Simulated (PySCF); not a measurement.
## Broadened absorption spectrum of Te(SiH3)2

Species: Te(SiH3)2.
SMILES: `[SiH3][Te][SiH3]`

Theory: TDDFT CAM-B3LYP/def2-SVPD, vertical, gas phase, core orbitals frozen in the response, def2 core potentials past Kr (PySCF 2.14.0, density-fitted response routines). Isolated species at its PBE0-D3(BJ)/def2-SVP geometry, gas phase. Spin–orbit coupling is left out.

Computed states:

```
state  E (eV)       f
   S1    4.29  0.0000
   S2    4.82   0.024
   S3    5.56  0.0022
   S4    6.02   0.025
   S5    6.09  0.0060
   S6    6.66   0.030
   S7    6.68   0.030
   S8    6.69   0.082
   S9    6.74   0.074
  S10    6.76   0.039
```

Each state is given a Gaussian of 0.25 eV full width at half maximum, with ε(max) = 2.175×10⁸ f / Δν̃ (Δν̃ the width in cm⁻¹). The cross-section is σ = 3.8235×10⁻²¹ ε cm², given in Mb (10⁻¹⁸ cm²). The width is an assumption, not a result. The curve ends short of the highest state used, and states not computed would add to its high-energy end.

Question: What does the envelope look like, and where are its maxima?

Answer: 
| λ (nm) | σ (Mb) |
| --- | --- |
| 201.3 | 6.41 |
| 205.3 | 12.41 |
| 209.3 | 7.70 |
| 213.3 | 1.73 |
| 217.2 | 0.50 |
| 221.2 | 0.84 |
| 225.2 | 0.78 |
| 229.1 | 0.33 |
| 233.1 | 0.07 |
| 237.1 | 0.01 |
| 241.0 | 0.10 |
| 245.0 | 0.80 |
| 249.0 | 3.32 |
| 253.0 | 7.50 |
| 256.9 | 9.78 |
| 260.9 | 7.83 |
| 264.9 | 3.96 |
| 268.8 | 1.37 |
| 272.8 | 0.32 |
| 276.8 | 0.05 |
| 280.7 | 0.01 |
| 284.7 | 0.00 |
| 288.7 | 0.00 |
| 292.7 | 0.00 |
| 296.6 | 0.00 |
| 300.6 | 0.00 |
| 304.6 | 0.00 |
| 308.5 | 0.00 |
| 312.5 | 0.00 |
| 316.5 | 0.00 |

Maxima: 257 nm (4.82 eV), ε about 2600, made up of S2 (100%); 223 nm (5.56 eV), ε about 240, made up of S3 (100%); 206 nm (6.03 eV), ε about 3300, made up of S4 (83%) and S5 (17%) (ε in L mol⁻¹ cm⁻¹; maxima over ε = 5, shares over 10%).

Question: What would ε be at 6.03 eV, the highest of these maxima, with half the width (0.125 eV)?

Answer: About 5950 L mol⁻¹ cm⁻¹ against 3250, a factor of about 1.8; a lone state at its own centre would give exactly 2.

Question: Coming from long wavelengths, where does ε first pass 100 L mol⁻¹ cm⁻¹?

Answer: At about 272 nm (4.55 eV), 0.26 eV above S1.

Question: On this curve, what absorbance would a 10⁻³ mol/L sample give at 266 nm over a 1 cm path?

Answer: 266 nm is 4.661 eV, where ε is about 800 L mol⁻¹ cm⁻¹, so A = ε c l ≈ 0.8 (Beer–Lambert, with the gas-phase spectrum and the assumed width).

All these states lie below the vertical ionisation energy of 8.43 eV (ΔSCF).

Hardware: one thread, x86-64 server, no GPU (shared host). Cost: 30 s.
